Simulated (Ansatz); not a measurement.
```yaml
crystal:
  periodic: [false, false, false]
  atoms:
    - {symbol: N, position_ang: [-0.822290, 1.569615, -0.292038]}
    - {symbol: Si, position_ang: [-0.423924, 0.041215, 0.339608]}
    - {symbol: N, position_ang: [0.282954, 0.313843, 1.868657]}
    - {symbol: Si, position_ang: [0.812820, -1.108014, -1.283193]}
    - {symbol: Cl, position_ang: [-2.030380, -1.212890, 0.773139]}
    - {symbol: H, position_ang: [-1.302242, 2.241893, 0.287115]}
    - {symbol: H, position_ang: [-1.054146, 1.681305, -1.265598]}
    - {symbol: H, position_ang: [0.259247, -0.401111, 2.576223]}
    - {symbol: H, position_ang: [1.085699, 0.915649, 1.956829]}
    - {symbol: H, position_ang: [2.130913, -0.449927, -1.506250]}
    - {symbol: H, position_ang: [0.085660, -1.140462, -2.583401]}
    - {symbol: H, position_ang: [1.052587, -2.506418, -0.837191]}
basis:
  gaussian: {orbitals: "6-31++G**"}
hamiltonian: {xc: {name: B97}}
scf: {lower_state_search: off}
output: {forces: true}
```

```sh
$ ansatz run in.yaml --threads 4 --pin off --events-out ev --progress --plain --max-ram 10444MiB
```

It prints (some lines left out):

```
Functional definition: B97
1322 factors; integrals over basis functions are off by at most 1.4e-3 eV
mean field evaluation 1: about -31355.2962 eV, gradient 8.4e1 eV
mean field evaluation 2: about -31327.5777 eV, gradient 1.3e2 eV
mean field evaluation 4: about -31369.1625 eV, gradient 5.1e0 eV
mean field evaluation 8: about -31369.3789 eV, gradient 1.1e-1 eV
mean field evaluation 16: about -31369.3790 eV, gradient 2.6e-5 eV
mean field -31369.37895913 eV, -1152.8034138194 hartree, gradient 7.4e-6 eV, S^2 0.000000; 0 other end points of the search recorded, 0 dependent functions left out
reference -31369.37902106 eV, -1152.8034160952 hartree; 33, 33 occupied and 116, 116 virtual orbitals, 1322 factors
Total energy: -31369.37902106 eV, -1152.8034160952 hartree
Atom 0 at    -0.822290     1.569615    -0.292038 Å, force    -0.012691     0.318133    -0.107805 eV/Å
Atom 1 at    -0.423924     0.041215     0.339608 Å, force     0.203730    -0.326070    -0.346762 eV/Å
Atom 2 at     0.282954     0.313843     1.868657 Å, force     0.058248     0.099196     0.322156 eV/Å
Atom 3 at     0.812820    -1.108014    -1.283193 Å, force     0.092050    -0.063005    -0.105568 eV/Å
Atom 4 at    -2.030380    -1.212890     0.773139 Å, force    -0.409877    -0.270139     0.126615 eV/Å
Atom 5 at    -1.302242     2.241893     0.287115 Å, force    -0.105120     0.190329     0.122228 eV/Å
Atom 6 at    -1.054146     1.681305    -1.265598 Å, force    -0.058499     0.067664    -0.232738 eV/Å
Atom 7 at     0.259247    -0.401111     2.576223 Å, force     0.014604    -0.147885     0.209003 eV/Å
Atom 8 at     1.085699     0.915649     1.956829 Å, force     0.186995     0.153966     0.051159 eV/Å
Atom 9 at     2.130913    -0.449927    -1.506250 Å, force     0.025058     0.007868    -0.007933 eV/Å
Atom 10 at     0.085660    -1.140462    -2.583401 Å, force    -0.004335    -0.005702    -0.029356 eV/Å
Atom 11 at     1.052587    -2.506418    -0.837191 Å, force     0.009836    -0.024354    -0.001001 eV/Å
Dipole moment:     0.262336     0.379113     0.041426 e Å
Checks for a lower state left out: stability, starts, cluster_reference, orbital_swaps, neighbouring_geometries, increment
```

Hardware: 4 threads of an Arm Neoverse V1 on a shared host. Wall time 3.9 s, peak host memory 0.35 GiB.
